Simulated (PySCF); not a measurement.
**Correlation energy of Cl (chlorine, neutral)**

[Ne] 3s1 3p6, 2S determinant (an excited configuration). Calculation: PySCF 2.14, in def2-TZVPPD; no relativity, point nucleus. Frozen: 1s2; 15 electrons correlated.

```csv
level,correlation energy (mhartree)
CCSD,-479.70
(T),-46.16
CCSD(T),-525.86
```

Diagnostics: T1 = 0.016, D1 = 0.0496, largest double amplitude 0.193.

A double-excitation amplitude exceeds 0.15, a sign of near-degeneracy.

Cost of the coupled-cluster step: about 11 core-seconds, for 15 correlated electrons.

This basis was not built for core-valence correlation, so the inner-shell part is incomplete.
